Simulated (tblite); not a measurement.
C₅H₉BF₂O.
Atom-mapped SMILES: `[CH3:1][CH2:2][O:3]/[C:4]([CH3:5])=[CH:6]/[B:7]([F:8])[F:9]` (hydrogens: H10, H11, H12 on C1; H13, H14 on C2; H15, H16, H17 on C5; H18 on C6)

Geometry (GFN2-xTB, Å), atoms numbered from 1 in this order:
```xyz
18
C5H9BF2O angstrom
C      2.9918   -0.0261   -0.4402
C      1.5705   -0.5604   -0.3640
O      0.6926    0.5532   -0.3610
C     -0.6360    0.3754   -0.2847
C     -1.3312    1.7012   -0.2589
C     -1.2627   -0.8205   -0.2234
B     -2.7594   -1.0857   -0.1387
F     -3.2280   -2.3278   -0.0865
F     -3.7231   -0.1709   -0.1121
H      3.6963   -0.8525   -0.4469
H      3.1214    0.5608   -1.3454
H      3.1970    0.6103    0.4161
H      1.3541   -1.2012   -1.2283
H      1.4293   -1.1471    0.5526
H     -1.3145    2.0964    0.7560
H     -2.3616    1.6125   -0.5791
H     -0.7970    2.3992   -0.8987
H     -0.6483   -1.7106   -0.2332
```

Calculated harmonic vibrations of the isolated species, GFN2-xTB (tblite), most abundant isotopes, no scaling. This tight-binding method is rough: wavenumbers can miss measured ones by several per cent, in bad cases by 10 to 20. One conformer, not necessarily the lowest. The optimisation stopped once no atom felt more than 0.01 eV/Å.

Lowest wavenumbers of the output (negative numbers stand for imaginary wavenumbers):
```
mode    cm-1
  1     -20.7
  2      46.4
  3      72.3
  4     121.4
  5     141.5
  6     156.3
  7     203.6
  8     222.0
```

Problem. Is this structure a minimum?

Solution. Not by this Hessian. 1 mode is imaginary beyond 20i (21i cm⁻¹), so at this level the point lies at or near a first-order saddle. The curvature is small, so loose convergence or finite differences may be the whole cause.

Problem. Which atoms move in the imaginary mode?

Solution. 21i: H15 (methyl hydrogen) 37 %, H16 (methyl hydrogen) 25 %, H17 (methyl hydrogen) 25 %. These are shares of the mass-weighted motion.

Problem. What is the remedy?

Solution. Step along that mode in both directions, optimise again with tighter thresholds and repeat the frequencies. The zero-point energy of this point (86.5 kcal/mol) counts the 47 real modes alone, and thermal corrections from it aren't those of a minimum.
